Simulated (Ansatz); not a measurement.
Basis-set extrapolation for C$_{9}$H$_{16}$, SMILES `C#CCCCCCCC` (PBE0-D4/def2-TZVP geometry, frozen core, Ansatz). Multiplicity 1, RHF reference.

```tsv
	def2-TZVPP	def2-QZVPP
HF	-350.200580	-350.216498
MP2 correlation	-1.525990	-1.620890
CCSD(T) correlation	-1.677159	not run
```

Energies in hartree. Use E(X) = E(∞) + A·exp(−7.88·√X) for Hartree–Fock and E(X) = E(∞) + B·X^(−2.97) for correlation, with X = 3 and 4, and add CCSD(T) minus MP2 of the smaller set to the MP2 limit.

Problem. What is the CCSD(T) energy at the basis-set limit?

Solution. HF limit: -350.216498 + (-0.015918) × 0.13774 = -350.21869. MP2 limit: -1.620890 + (-0.094900) × 0.74074 = -1.69119. Higher-order term: -1.677159 − (-1.525990) = -0.15117. Total: -352.06105 hartree, 115.0 kcal/mol below CCSD(T)/def2-TZVPP.
